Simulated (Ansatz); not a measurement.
`C[SiH](Cl)[SbH2]` + `C=C=N` → `C=C=[N][SbH2]` + `C[SiH2]Cl` at 500 K and 1 bar (cleavage of the Sb–Si bond).

Computed with Ansatz on PBE0-D4/def2-TZVP structures; ΔE is electronic, products minus reactants. CBS: MP2 limit from def2 TZ/QZ plus the TZ coupled-cluster correction, frozen cores. This one scheme is used for every species. Elements past krypton have def2 core potentials. For Sb outer-core shells are correlated without core-valence functions, which leaves a few kJ/mol of doubt a bond. One conformer a species, not always the lowest.

```json
{"species": "`C[SiH](Cl)[SbH2]`", "CCSD(T)/CBS energy (Eh)": "-1030.59494", "H − E (kJ/mol)": "210.0", "S (J/(mol·K))": "444.9"}
{"species": "`C=C=N`", "CCSD(T)/CBS energy (Eh)": "-132.55079", "H − E (kJ/mol)": "140.3", "S (J/(mol·K))": "282.8"}
{"species": "`C=C=[N][SbH2]`", "CCSD(T)/CBS energy (Eh)": "-373.15774", "H − E (kJ/mol)": "164.4", "S (J/(mol·K))": "383.5"}
{"species": "`C[SiH2]Cl`", "CCSD(T)/CBS energy (Eh)": "-789.97638", "H − E (kJ/mol)": "179.1", "S (J/(mol·K))": "344.9"}
```

H − E and S are ideal-gas, rigid-rotor, harmonic terms from PBE0-D4/def2-TZVP, for one conformer and one mirror image of each species. 1 Eh = 2625.50 kJ/mol, R = 8.31446 J/(mol·K).

Problem. By hand: ΔE, ΔH, ΔS and ΔG.

Solution. ΔE = (-373.15774) + (-789.97638) − (-1030.59494) − (-132.55079) = 0.01161 Eh = 30.5 kJ/mol. Δ(H − E) = 164.4 + 179.1 − 210.0 − 140.3 = -6.8, so ΔH = 23.7 kJ/mol. ΔS = 383.5 + 344.9 − 444.9 − 282.8 = 0.7 J/(mol·K). ΔG = 23.7 − 500 × (0.7)/1000 = 23.3 kJ/mol.

Problem. By hand: the equilibrium constant, and the temperature at which ΔG would vanish if ΔH and ΔS stayed fixed.

Solution. log₁₀ K = −ΔG/(RT ln 10) = -2.4. ΔG = 0 at ΔH/ΔS = 33857 K, far beyond where these terms or the molecules hold.

The number of gas molecules stays the same, so ΔS is small and ΔH decides. A doubt of 5 kJ/mol in ΔE shifts log₁₀ K by 0.5 here. Other conformers and mirror images would add mixing entropy, several J/(mol·K) or more a flexible species. These are equilibria of isolated gas molecules and say nothing of rates. Largest T1 diagnostic: 0.015 (customary marks: 0.02 for closed shells, 0.045 for open ones).
